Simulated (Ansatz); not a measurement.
A made-up structure of AlBH4Se, closed shell:

```
7
angstrom
B -1.5487 0.3974 -0.5320
Al 0.3081 0.1310 0.4495
Se 1.8844 -1.2326 -0.5878
H -2.4850 -0.3271 -0.3428
H -0.3016 0.0590 1.8400
H 0.7240 0.7797 1.8379
H 2.8596 -1.0313 0.4917
```

It is relaxed with PBE-D4/def2-SVP and then PBE0-D4/def2-TZVP (Ansatz 0.2.0). Atoms count as bonded within 1.22 times the sum of their covalent radii (H–H: 0.88 Å). The end point is not checked to be a true minimum.

(1) Does its bonding change? (Judge from chemistry; the calculation decides.)

## Answers

(1) Computed: Yes. Formed: B1–H5; broken: Al2–H5.

Where it ends: The first stage lowers the energy by 4.00 eV in 18 steps. It ends as AlBH₄Se ([BH2][AlH][SeH]):
B1  (-1.478, -0.119, 0.468)
Al2  (0.614, 0.152, 0.656)
Se3  (1.992, -1.446, -0.328)
H4  (-2.104, 0.319, -0.456)
H5  (-2.123, -0.720, 1.279)
H6  (1.329, 1.351, 1.412)
H7  (3.211, -0.761, 0.125)
(Å)

Labels in which every atom is bracketed show which atoms are joined, not bond orders.

For scale, one of the runs: PBE0-D4/def2-TZVP relaxation, 140 basis functions, launched by `ansatz run in.yaml --threads 2 --pin off --events-out ev --progress --plain --max-ram 4352MiB`. Hardware: 2 CPU threads of an Intel Xeon 6975P-C, shared host. Wall time about 16 s.
